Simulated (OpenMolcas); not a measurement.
# Levels of C2+ by method

```
Program             : OpenMolcas 26.06
Basis               : ANO-RCC-VQZP [5s4p3d2f1g]
Scalar Hamiltonian  : DKH2, point nucleus
Active space        : 2 electrons in 8 orbitals (2s 2p 3s 3p)
State averaging     : 2S+1 = 3 even, 3 roots; 2S+1 = 1 even, 7 roots; 2S+1 = 3 odd, 3 roots; 2S+1 = 1 odd, 3 roots
Spin-orbit coupling : RASSI with atomic mean-field integrals over the reference wave functions, term energies averaged over their components
```

Methods on the same reference wave functions:
A. CASSCF
B. SS-CASPT2, IPEA 0.25 Eh, imaginary shift 0.1 Eh (closed shells correlated: 1s)
C. MS-CASPT2, IPEA 0.25 Eh, imaginary shift 0.1 Eh (closed shells correlated: 1s)

Energies in cm⁻¹ above 2s² ¹S₀, the measured ground level; measured values from Moore, Selected Tables of Atomic Spectra, NSRDS-NBS 3, section 3.

```
     Level       A       B       C  Measured
   2s² ¹S₀     0.0     0.0     0.0       0.0
2s 2p ³P°₀   52854   52306   52329     52367
2s 2p ³P°₁   52881   52332   52356     52391
2s 2p ³P°₂   52935   52386   52410     52447
2s 2p ¹P°₁  112022  103479  103503    102352
   2p² ³P₀  138803  137359  137383    137426
   2p² ³P₁  138830  137386  137410    137454
   2p² ³P₂  138883  137439  137463    137502
   2p² ¹D₂  155197  146764  146788    145876
   2p² ¹S₀  190809  182754  182802    182520
```

Deviations, from unrounded energies. A percentage is the sum of absolute deviations over the sum of measured energies, with the sign that they share, or ± where signs differ.

```csv
Against measurement,Levels,A,B,C
mean absolute deviation (cm-1),9,3700,290,290
other configurations (%),9,+3.3,±0.3,±0.3
```

B, C lie about equally close to measurement and A furthest from it. The largest miss of C in the table is 2s 2p ¹P°₁, by +1200 cm-1. The ranking rests on the paired levels alone, and a cruder setting can come out closer through cancelling errors.

Between B and C the level of the table that moves most is 2p² ¹S₀, by 48 cm-1 (lowest in B, highest in C).

The lowest spin-free term lies below A's lowest term by 0.017 hartree in B, 0.017 hartree in C.

Active for correlation alone: 3p 3s; no level in the range computed is led by a configuration that fills them, so any true level of that kind is missing. Measured partners are found by configuration, term and J. A level has none where our copy of the source lacks it or the pairing is in doubt (some pairs that miss far off the trend of their configuration count as doubtful), and it then counts in no deviation. Levels of configurations outside the active space are missing.

° marks odd parity.
